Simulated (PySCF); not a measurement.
Computed properties of H7N3OSi, SMILES N[Si](N)(O)N

H7N3OSi, SMILES O[Si](N)(N)N. Coordinates come from a B3LYP-D3(BJ)/def2-SVP optimisation. The values are those of a single conformer. All values are computed for the isolated molecule unless a solvent is named; none is compared with measurement here.

**Structure.** All 30 harmonic modes at B3LYP-D3(BJ)/def2-SVP (PySCF) are real, so it is a minimum. With heavy atoms numbered as in [NH2:1][Si:2]([NH2:3])([NH2:4])[OH:5], the shortest bond between them is Si2–O5 at 1.675 Å and the longest Si2–N3 at 1.735 Å.

**Vibrations.** The strongest infrared lines (harmonic, unscaled, degenerate partners summed) lie at 904 cm⁻¹ (271 km/mol, Si 43 %, H 20 %, N 19 %, O 18 %), 930 cm⁻¹ (214 km/mol, Si 45 %, N 29 %, H 25 %), 960 cm⁻¹ (198 km/mol, Si 44 %, H 31 %, N 17 %, O 8 %). The softest mode is at 103 cm⁻¹ and the zero-point energy is 57.8 kcal/mol.

**Electronic structure.** HF/def2-TZVP (PySCF) places the frontier levels at -10.83 and 3.26 eV, a gap of 14.09 eV, and gives a dipole moment of 1.61 D and a mean polarisability of 44.5 bohr³. PBE/def2-TZVP (PySCF) at the same geometry gives -5.65 and -0.15 eV, so its gap is 8.59 eV narrower. An orbital gap is neither the optical nor the fundamental gap.

**Excitations.** TDA-CAM-B3LYP/def2-SVPD (PySCF) has S1 at 6.45 eV (192 nm, f = 0.020, weak); the most intense of the 10 singlets computed lies at 6.80 eV (f = 0.09). T1 (TDA) is at 6.14 eV, 0.31 eV under S1. TDA-PBE/def2-SVPD (PySCF) puts S1 at 5.27 eV. No vertical singlet excitation falls in the visible range (under 3.1 eV).

**NMR.** GIAO shifts at B3LYP/pcSseg-1 (PySCF) (non-relativistic, atoms alike by connectivity averaged): ¹H from 0.6 to 1.6 ppm against TMS; ²⁹Si at -43.2 ppm against TMS.

**Solvation.** SMD-M06-2X/def2-SVP (PySCF) gives -8.4 kcal/mol in water, -7.7 kcal/mol in acetone, -6.5 kcal/mol in cyclohexanone (1 M in both phases, gas-phase geometry); of these solvents water holds the molecule best.
